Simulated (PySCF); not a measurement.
# Unknown compound

The spectra below were simulated for a compound C3H12NPSi2.

$^{1}$H NMR (400 MHz, computed): δ 6.52 (m, 1H), 6.39 (m, 1H), 6.18 (m, 1H), 4.34 (m, 1H), 3.99 (m, 1H), 0.92 (m, 2H), 0.41 (m, 3H), 0.15 (br s, 2H).

$^{13}$C{$^{1}$H} NMR (computed): δ 142.4, 139.1, 1.8.

- GFN2-xTB geometry
- GIAO PBE0/pcSseg-1 shieldings
- code: PySCF
- isolated molecule, rapidly exchanging positions averaged, one conformer, non-relativistic Hamiltonian

Referencing at the same level of theory: $^{1}$H (31.72 ppm) and $^{13}$C (186.93 ppm) against TMS.

Deduce the structure.

Results:


1. 3 carbon signals for 3 carbons: no two carbons are equivalent.
2. Carbon types of the structure: 1 × CH, 1 × CH2, 1 × CH3, leaving 6 H on heteroatoms.
3. δC 142.4: terminal =CH2 carbon; an sp2 carbon of a C=C bond.
4. δC 139.1: alkene CH; the olefinic region.
5. δC 1.8: methyl carbon bonded to Si; an electropositive neighbour leaves it electron-rich and shielded.
6. δH 6.52: hydrogen on an alkene CH; olefinic region.
7. δH 6.39, 6.18: hydrogen on a terminal =CH2 carbon; a vinylic proton, deshielded by the sp2 carbon and the C=C anisotropy.
8. δH 0.41: hydrogen on a methyl carbon bonded to Si; an electropositive neighbour shields it, as in TMS itself.
9. δH 0.15: hydrogen on a nitrogen bonded to Si; exchangeable; this is the value without hydrogen bonding to other molecules.

The compound is SMILES C=C[SiH2][Si@](C)(N)P.

The data come from this structure; uniqueness wasn't tested.

Exchangeable OH/NH protons stand at their gas-phase positions; hydrogen bonding in a real sample shifts them, mostly to higher δ. Splittings by $^{31}$P in the carbon and heteronuclear signals aren't shown, as no couplings were computed. Shifts are as computed. Against solution values, carbons near 30 ppm lie about +3 ppm off and those near 130 ppm about +5 ppm. Of 1211 compounds with measured shifts, 218 miss one by over three times the rms of a fit or turn the order of signals round; such compounds aren't used in these exercises. No couplings were computed; multiplicities are counted from neighbouring protons, with m where these are inequivalent, close in shift, in a saturated or five-membered ring or joined by F or P, and br s for small geminal =CH2 splittings.
